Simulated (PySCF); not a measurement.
Relaxation of singlet LaF3

Computed with PBE in PySCF with La def2-TZVP with ECP46, F def2-TZVP; scalar-relativistic core potentials, no spin–orbit coupling; density-fitted integrals. A (50,194) grid was used.

A hand-made trigonal planar start, of D3h symmetry, held to at least that symmetry:

Coordinates in bohr (charge 0 multiplicity 1):
```
La    0.0000    0.0000    0.0000
F     4.6109    0.0000    0.0000
F    -2.3055    3.9932    0.0000
F    -2.3055   -3.9932    0.0000
```

Optimiser trace:
```
step  E − E(last) (kJ/mol)  largest gradient (Eh/bohr)
   0                134.30                     0.05543
   1                 41.24                     0.03639
   2                  3.38                     0.01325
   3                  0.28                     0.00361
   4                  0.00                     0.00027
   5                  0.00                     0.00001
```

It ends at D3h with La–F 2.167 Å (×3); F–La–F 120.0° (×3) (after a last refinement on a finer grid). A frequency run shows 1 imaginary mode, down to 44i cm⁻¹, so it is a saddle point. Other isomers or separated fragments may lie lower.

Final geometry:
```xyz
4
charge 0 multiplicity 1, angstrom
La    0.0000    0.0000    0.0000
F     2.1670    0.0000    0.0000
F    -1.0835    1.8767    0.0000
F    -1.0835   -1.8767    0.0000
```

The relaxation took 11 s on 4 threads of a shared Arm Neoverse V2 host, with 133 basis functions and 6 gradients; the process peaked at 0.87 GiB. Launch command: `OMP_NUM_THREADS=4 python axn.py task.json out`.
